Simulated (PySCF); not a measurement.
**Substituent chemical shifts**

Parent skeleton `[Cl:1][SiH:2]1[CH2:3][CH2:4][SiH2:5][O:6]1`; one hydrogen on atom 3 is replaced by X. Hydrogens on one atom are averaged.

Theory: GFN2-xTB geometry, GIAO PBE0/pcSseg-1 shieldings, in PySCF (equivalent nuclei averaged, relativity neglected, in vacuum, a single conformation).

δ = σ(ref) − σ, references computed at the same level: HCl for ³⁵Cl (949.78 ppm); ²⁹Si (349.16 ppm) and ¹³C (186.93 ppm) and ¹H (31.72 ppm) against TMS; ¹⁷O (336.08 ppm) against H2O.

Q: Order these by the shift of O6, most shielded first.
A. X = OCOCH3
B. X = COCH3
C. X = CHCl2
D. X = OCH3
E. X = OCHO
F. X = isopropenyl

A: D (64.5 ppm), B (69.3 ppm), F (77.7 ppm), C (81.8 ppm), E (85.2 ppm), A (92.1 ppm).

Q: Order these by the shift of Si2, most shielded first.
A. X = CHCl2
B. X = OCHO
C. X = OCH3
D. X = allyl
E. X = CCl3
F. X = OCOCH3

A: F (-26.8 ppm), B (-21.9 ppm), E (-3.7 ppm), A (1.0 ppm), C (3.6 ppm), D (9.0 ppm).

Q: Order these by the shift of C3, most shielded first.
A. X = OCOCH3
B. X = isopropenyl
C. X = CCl3
D. X = nPr
E. X = allyl
F. X = OCHO

A: D (29.2 ppm), E (31.6 ppm), B (39.3 ppm), C (58.2 ppm), F (69.6 ppm), A (73.1 ppm).

Experimental scales use liquid or dissolved standards, which lie at an offset from isolated H2O (liquid H2O: subtract about 36 ppm).
